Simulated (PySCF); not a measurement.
# Spin-rotation constants: `C[C](=S)[GeH2][GeH3]`, C$_{2}$H$_{8}$Ge$_{2}$S

Cartesian coordinates in Å; atom numbers follow the order of the lines, from 1:
```xyz
13

C    -2.085   -0.332   -0.767
C    -1.158   -0.654    0.357
S    -1.067   -2.116    1.061
Ge    0.092    0.752    0.963
Ge    2.187    0.290   -0.161
H    -1.526    0.091   -1.620
H    -2.795    0.453   -0.451
H    -2.646   -1.219   -1.095
H     0.233    0.665    2.489
H    -0.432    2.151    0.566
H     3.230    1.389    0.115
H     1.940    0.218   -1.680
H     2.738   -1.064    0.316
```

Method: GIAO PBE0/pcSseg-1 magnetisability, rotational g tensor and spin-rotation constants, non-relativistic, gas phase in PySCF. Geometry: PBE0-D3(BJ)/def2-SVP.

The calculation is non-relativistic, which matters for the atoms heavier than Zn.

**Question.** Give the nuclear spin-rotation constants along the inertial axes (H = +C I·J) beside the isotropic shieldings.

**Answer.** Rotational constants 2.2906, 0.8273, 0.7442 GHz. A star marks the isotopologue with that one atom substituted, in its own axes.
```tsv
atom	isotope	Caa (kHz)	Cbb (kHz)	Ccc (kHz)	mean (kHz)	σ (ppm)
H6	1H	-0.069	-0.096	-0.007	-0.057	27.5
H7	1H	-0.220	0.025	-0.070	-0.088	27.7
H8	1H	-0.054	-0.048	-0.059	-0.054	28.1
H9	1H	-0.196	-0.077	0.028	-0.082	26.8
H10	1H	-0.182	0.016	-0.050	-0.072	26.1
H11	1H	0.006	-0.058	-0.066	-0.039	27.6
H12	1H	-0.196	-0.074	0.014	-0.086	27.7
H13	1H	-0.196	-0.002	-0.050	-0.083	27.7
C1	13C*	0.475	0.182	0.120	0.259	131.9
C2	13C*	1.204	0.433	0.572	0.736	-136.6
S3	33S*	1.505	0.815	0.728	1.016	-834.6
Ge4	73Ge*	-0.589	-0.217	-0.192	-0.332	1543.9
Ge5	73Ge*	-0.537	-0.195	-0.181	-0.305	1643.1
```
For the geometry as given, no vibrational averaging.
